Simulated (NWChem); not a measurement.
System: PbHOBr, singlet; SMILES [Pb]([Br])[OH]

NWChem input:

```
start job
memory heap 200 mb stack 900 mb global 1100 mb
geometry units angstroms noautoz
  Pb     0.138529     0.714233     0.000000
  Br     0.018649    -1.915869     0.000000
  O     -1.944508     1.011592     0.000000
  H     -2.191306     1.945645     0.000000
end
basis spherical
  * library def2-svpd
end
ecp
  Pb library def2-ecp
end
dft
  xc xcamb88 1.00 lyp 0.81 vwn_5 0.19 hfexch 1.00
  cam 0.33 cam_alpha 0.19 cam_beta 0.46
  iterations 150
end
tddft
  cis
  nroots 6
  notriplet
end
task tddft energy
```

Output (shortened):

```
             Northwest Computational Chemistry Package (NWChem) 7.3.0
             --------------------------------------------------------

 CS  symmetry detected

                             Geometry "geometry" -> ""
                             -------------------------

 Output coordinates in angstroms (scale by  1.889725989 to convert to a.u.)

  No.       Tag          Charge          X              Y              Z
 ---- ---------------- ---------- -------------- -------------- --------------
    1 Pb                  82.0000     0.21960313     0.69163191     0.00000000
    2 Br                  35.0000    -0.03424505    -1.92893460     0.00000000
    3 O                    8.0000    -1.84555950     1.09483015     0.00000000
    4 H                    1.0000    -2.04440360     2.04025348     0.00000000

 Effective nuclear repulsion energy (a.u.)     808.8720845681

      Symmetry information
      --------------------

 Group name             Cs
 Group number              2
 Group order               2
 No. of unique centers     4

                                 NWChem DFT Module
                                 -----------------

 Summary of "ao basis" -> "ao basis" (spherical)
 ------------------------------------------------------------------------------
       Tag                 Description            Shells   Functions and Types
 ---------------- ------------------------------  ------  ---------------------
 Pb                        def2-svpd                12       32   5s4p3d
 Br                        def2-svpd                15       41   6s5p4d
 O                         def2-svpd                 9       23   4s3p2d
 H                         def2-svpd                 4        8   2s2p

      Symmetry analysis of basis
      --------------------------

        a'         72
        a"         32

[...]

                                NWChem TDDFT Module
                                -------------------

            General Information
            -------------------
           No. of orbitals :     208
            Alpha orbitals :     104
             Beta orbitals :     104
        Alpha frozen cores :       0
         Beta frozen cores :       0
     Alpha frozen virtuals :       0
      Beta frozen virtuals :       0
         Spin multiplicity :       1
    Number of AO functions :     104
        Use of symmetry is : off
      Symmetry adaption is : on
         Schwarz screening :  0.10D-07

              XC Information
              --------------
              Hartree-Fock (Exact) Exchange   1.00
            CAM-Becke88 Exchange Functional   1.00
               VWN V Correlation Functional   0.19 local
       Lee-Yang-Parr Correlation Functional   0.81
           Alpha           :  0.19
           Beta            :  0.46
           Gamma           :  0.33

             TDDFT Information
             -----------------
          Calculation type : Tamm-Dancoff TDDFT
         Wavefunction type : Restricted singlets
          No. of electrons :      66
           Alpha electrons :      33
            Beta electrons :      33
              No. of roots :       6
          Max subspacesize :    5200
            Max iterations :     100
               Target root :       1
           Target symmetry : none
      Symmetry restriction : off
                 Algorithm : Optimal
        Davidson threshold :  0.10D-03

    6 smallest eigenvalue differences (eV)
--------------------------------------------------------
  No. Spin  Occ  Vir  Irrep   E(Occ)    E(Vir)   E(Diff)
--------------------------------------------------------
    1    1   33   34 a"       -0.327    -0.071     6.965
    2    1   32   34 a'       -0.339    -0.071     7.292
    3    1   31   34 a"       -0.342    -0.071     7.357
    4    1   30   34 a'       -0.378    -0.071     8.348
    5    1   33   35 a'       -0.327    -0.017     8.456
    6    1   29   34 a"       -0.393    -0.071     8.764
--------------------------------------------------------

  Entering Davidson iterations
  Restricted singlet excited states

  Iter   NTrls   NConv    DeltaV     DeltaE      Time
  ----  ------  ------  ---------  ---------  ---------
    1      6       0     0.15E+00   0.10+100       28.6
    2     12       0     0.44E-01   0.33E-01       26.4
    3     18       0     0.31E-01   0.42E-02       29.0
    4     24       0     0.14E-01   0.11E-02       23.6
    5     30       2     0.91E-02   0.49E-03       25.5
    6     34       2     0.46E-02   0.18E-03       23.1
    7     38       3     0.17E-02   0.24E-04       33.6
    8     41       3     0.77E-03   0.41E-05       20.9
    9     44       5     0.27E-03   0.80E-06       22.0
   10     45       6     0.90E-04   0.61E-07       19.1
  ----  ------  ------  ---------  ---------  ---------
  Convergence criterion met

  Ground state a'      -2842.638185322852 a.u.

  ----------------------------------------------------------------------------
  Root   1 singlet a"             0.140246717 a.u.                3.8163 eV
  ----------------------------------------------------------------------------
     Transition Moments    X  0.00000   Y  0.00000   Z -0.43915
     Dipole Oscillator Strength                    0.0180315852
     Electric Quadrupole                           0.0000000757
     Magnetic Dipole                               0.0000015118
     Total Oscillator Strength                     0.0180331728

[...]
```

Level: CAM-B3LYP/def2-SVPD with def2 effective core potentials on Pb, TDA. Low-valent species are run as closed-shell singlets; no triplet was tried in these runs. Structure relaxed at the PBE0/def2-SVP level. No frequency run checked for a minimum. def2 effective core potentials on Pb; no spin-orbit coupling.
